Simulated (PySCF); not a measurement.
# Fractional electron number in Au⁻ (gold, charge -1)

The 6s beta orbital of [Xe] 4f14 5d10 6s2 is emptied in steps (occupation f), with all orbitals relaxed, ending at [Xe] 4f14 5d10 6s1. All numbers are calculated (PySCF 2.14, scalar relativity through the core potential, in aug-cc-pVTZ-PP with ECP60MDF). The exact energy is a straight line in f; departures are measured from the line between the end points of the same method.

| f | PBE0 (eV) | r2SCAN (eV) | LC-wPBE (eV) |
| --- | --- | --- | --- |
| 1 | 0.000 | 0.000 | 0.000 |
| 0.9 | -0.175 | -0.233 | 0.023 |
| 0.7 | -0.416 | -0.554 | 0.050 |
| 0.5 | -0.504 | -0.669 | 0.055 |
| 0.3 | -0.429 | -0.569 | 0.043 |
| 0.1 | -0.186 | -0.246 | 0.017 |
| 0 | 0.000 | 0.000 | 0.000 |

```csv
method,E(f=0) − E(f=1) (eV),−ε at f=1 (eV),−ε at f=0.5 (eV)
PBE0,1.994,0.071,1.955
r2SCAN,2.193,-0.370,2.151
LC-wPBE,1.629,1.906,1.608
```

Orbital energy along the path (eV):

| f | PBE0 | r2SCAN | LC-wPBE |
| --- | --- | --- | --- |
| 1 | -0.071 | 0.370 | -1.906 |
| 0.9 | -0.420 | -0.095 | -1.825 |
| 0.7 | -1.164 | -1.091 | -1.702 |
| 0.5 | -1.955 | -2.151 | -1.608 |
| 0.3 | -2.784 | -3.244 | -1.532 |
| 0.1 | -3.639 | -4.371 | -1.472 |
| 0 | -4.071 | -4.945 | -1.447 |

At f = 1 the orbital energy is positive for r2SCAN: only the finite basis holds the electron.

Reference removal energy between the ground levels: 2.309 eV (measured; photodetachment measurements, as compiled on the Wikipedia data page of electron affinities).
